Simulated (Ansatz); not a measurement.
One change: `C[N]=[Ta]([Cl])([Cl])[Cl]` becomes `[NH]=[Ta]([Cl])([Cl])[Cl]`.

Ansatz, PBE0-D4/def2-TZVP geometries, multiplicity 1. Each molecule was computed in one conformer, which needn't be the lowest.

Elements past krypton have def2 core potentials.

| property | `C[N]=[Ta]([Cl])([Cl])[Cl]` |
| --- | --- |
| HOMO–LUMO gap (PBE/def2-TZVPP) / eV | 3.83 |
| LUMO energy (B3LYP/def2-TZVPP) / eV | -2.29 |
| HOMO energy (ωB97M-V/def2-TZVPP) / eV | -10.19 |
| HOMO energy (PBE/def2-TZVPP) / eV | -6.70 |
| HOMO–LUMO gap (B3LYP/def2-TZVPP) / eV | 5.45 |
| HOMO energy (PBE0/def2-TZVPP) / eV | -7.99 |

**Question.** What does the change do to each property? (Estimate.)

**Answer.** Computed: 
```tsv
property	`[NH]=[Ta]([Cl])([Cl])[Cl]`	shift
HOMO–LUMO gap (PBE/def2-TZVPP) / eV	4.16	0.33
LUMO energy (B3LYP/def2-TZVPP) / eV	-2.50	-0.21
HOMO energy (ωB97M-V/def2-TZVPP) / eV	-10.82	-0.63
HOMO energy (PBE/def2-TZVPP) / eV	-7.24	-0.54
HOMO–LUMO gap (B3LYP/def2-TZVPP) / eV	5.81	0.36
HOMO energy (PBE0/def2-TZVPP) / eV	-8.59	-0.60
```

With PBE0 the HOMO falls by 0.60 eV and the LUMO falls by 0.20 eV, so the gap widens by about 0.40 eV. PBE moves the HOMO by -0.54 eV and ωB97M-V by -0.63 eV. The zero-point energy changes by -74.3 kJ/mol with -9 modes.

B3LYP here is the variant with VWN-RPA as its local correlation; programs differ in this.
